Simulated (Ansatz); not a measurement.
`C[SiH2]S[SiH2]F` + H₂ → `C[SiH2]S[SiH3]` + H–F  (hydrogenolysis of the Si–F bond)

Program: Ansatz. Geometries: PBE0-D4/def2-TZVP. ΔE: electronic, gas phase. CCSD(T)/CBS adds triple-zeta CCSD(T) − MP2 to the extrapolated MP2 energy (def2 sets, frozen cores). This one scheme is used for every species. Functionals use def2-TZVPP. HSE06 is defined as in plane-wave codes. One conformer a species, not always the lowest.

CCSD(T)/CBS gives +28.6 kcal/mol.

Q: Another level gave +27.0 kcal/mol. Which?
A. HSE06-D4/def2-TZVPP
B. BLYP/def2-TZVPP
C. HF/def2-TZVPP
D. BLYP-D4/def2-TZVPP

A: A. HSE06-D4 27.0, BLYP 29.2, BLYP-D4 30.3, HF/def2-TZVPP 28.2 kcal/mol.

Largest T1 diagnostic among the species: 0.011.

From r2SCAN to r2SCAN0 (25 % exact exchange), in def2-TZVPP and without D4, ΔE moves by −1.2 kcal/mol. At CCSD(T), def2-SVP lies −2.9 kcal/mol from the extrapolated value and def2-TZVPP −0.5 kcal/mol. The D4 term adds +0.8 kcal/mol with B3LYP and +0.5 kcal/mol with PBE0; it sums over pairs of atoms, weighted by their polarisabilities, and B3LYP, whose exchange is more repulsive, gets the larger term.

B3LYP here is the variant with VWN-RPA as its local correlation; programs differ in this.
